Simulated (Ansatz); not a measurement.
Species: CH₄Si, net charge -1, doublet state. 
Structure (B3LYP-D3(BJ)/def2-TZVP (Ansatz, a quantum-chemistry and plane-wave program) minimum search):
```xyz
6

C     -1.1698    -0.0280     0.3042
Si     0.5757     0.0109    -0.2256
H     -1.8002     0.8509     0.1566
H     -1.7394    -0.9557     0.2240
H      1.2889    -1.1166     0.5201
H      1.2099     1.2362     0.4322
```
Charge -1, spin multiplicity 2.

Basis-set convergence of Hartree-Fock and MP2 correlation energies (hartree) with Ansatz. Valence correlation only, unless marked. UHF or UKS for open shells. Spin-orbit coupling is left out. Non-relativistic. This anion needs diffuse functions, which these sets lack.

```tsv
basis	functions	E(HF)	E(corr, MP2)
def2-SVP	52	-328.91539	-0.23274
def2-TZVPP	129	(withheld)	(withheld)
```

Question: Fill in the missing entries.

Answer: 
- def2-TZVPP, E(HF): -329.06903
- def2-TZVPP, E(corr, MP2): -0.29659
